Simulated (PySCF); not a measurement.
# What a mistake does to a calculation on BC2H6O

These are calculations, not measurements. The program is PySCF 2.14.0, an open-source quantum chemistry code, run on an isolated molecule that a program drew, which may never have been made. The molecule is BC2H6O (charge 0, doublet), drawn as the SMILES string `[BH]CCO`.

Each row is a Hartree-Fock (HF) and frozen-core CCSD(T) single point in the cc-pVDZ basis, meant for a local HF minimum. Run 1 is clean. Each other run has one planted mistake out of seven kinds, and not every kind appears here: one electron removed, one electron added, multiplicity raised by two, geometry at a saddle point, minimal basis STO-3G, one bond length entered in bohr, all coordinates scaled. The reference is restricted for singlets and unrestricted otherwise, and also for a bond in bohr. Adding or removing an electron swaps singlet and doublet. Electrons count all cores. HOMO and LUMO are orbital energies over both spins, the gradient is its largest component, and the lowest frequency (negative if imaginary) is given only where the gradient is small. Bond lengths are over the 9 bonds as drawn. T1 is the CCSD diagnostic: over 0.02 (restricted) or 0.045 (unrestricted) a single reference is doubtful.

Geometry of the clean run:
```xyz
10
BC2H6O, angstrom
B    -0.3217   -1.6059    2.1270
C     0.1689   -1.2149    0.6913
C    -0.9074   -0.9662   -0.3641
O    -0.3877   -0.4816   -1.5718
H    -1.4325   -1.5484    2.5770
H     0.7598   -0.2957    0.8229
H     0.8930   -1.9591    0.3347
H    -1.4882   -1.8810   -0.5312
H    -1.6051   -0.2067   -0.0124
H     0.1875   -1.1318   -1.9466
```

| run | electrons | basis functions | <S^2> | HOMO (eV) | LUMO (eV) | gradient (hartree/bohr) | lowest frequency (cm^-1) | mean bond (Å) | longest bond (Å) | T1 | HF (hartree) | CCSD(T) (hartree) | mistake |
|---|---|---|---|---|---|---|---|---|---|---|---|---|---|
| 1 | 31 | 86 | 0.753 | -8.95 | 2.02 | 2.3e-05 | 88 | 1.2251 | 1.567 | 0.0104 | -178.70225 | -179.29250 | no fault |
| 2 | 31 | 86 | 1.414 | -9.13 | 1.32 | 2.6e-02 | - | 1.3336 | 2.075 | 0.0480 | -178.58381 | -179.17052 | one bond length entered in bohr |
| 3 | 31 | 86 | 3.758 | -7.13 | -2.36 | 1.3e-01 | - | 1.2251 | 1.567 | 0.0320 | -178.50738 | -179.09639 | ? |
| 4 | 31 | 26 | 0.752 | -7.38 | 6.78 | 6.5e-02 | - | 1.2251 | 1.567 | 0.0065 | -176.40789 | -176.61715 | ? |

**Which mistake was planted in run 3, and what did it cost?**

Electrons, basis and geometry are unchanged, and <S^2> is 3.758, beside S(S+1) = 3.75 for a multiplicity of 4. So the mistake is: multiplicity raised by two. Subtracting run 1 and multiplying by 627.51 kcal/mol a hartree, the energy moved by 122.3 kcal/mol in HF and 123.1 kcal/mol in CCSD(T).

**Which mistake was planted in run 4, and what did it cost?**

It has 26 basis functions where the clean run has 86, with the same electrons and geometry. So the mistake is: minimal basis STO-3G. Subtracting run 1 and multiplying by 627.51 kcal/mol a hartree, the energy moved by 1439.7 kcal/mol in HF and 1678.8 kcal/mol in CCSD(T).

Cautions from the logs. Run 2: T1 is over the limit, so its CCSD(T) energy is less reliable.
